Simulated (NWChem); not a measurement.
System: C₃H₅NO; SMILES C/C=N\C=O

```xyz
10

C     -0.7403    -1.7031     0.0711
C      0.6079    -1.1032    -0.2154
N      0.9857     0.0973    -0.0322
C      0.1692     1.1379     0.4040
O     -0.7379     1.6349    -0.2315
H     -1.4564    -0.9641     0.4357
H     -1.1388    -2.1568    -0.8452
H     -0.6391    -2.5130     0.8053
H      1.3584    -1.7911    -0.6199
H      0.5100     1.5472     1.3753
```
Atoms are numbered in this order, from 1.

All runs: NWChem. Pople sets run with spherical d functions. Geometry: optimised at B3LYP/6-31G* (spherical d). Level: B3LYP/6-31G* with SMD (1 M gas to 1 M solution), gas-phase geometry.

Question: What does the run give for solvent toluene? Quantities: solvation free energy (kcal/mol); cavity-dispersion-structure term (kcal/mol); dipole in solution (D).

Answer: The solvation free energy (kcal/mol) comes out as -4.5. The cavity-dispersion-structure term (kcal/mol) is -1.2 and the dipole in solution (D) is 3.82.
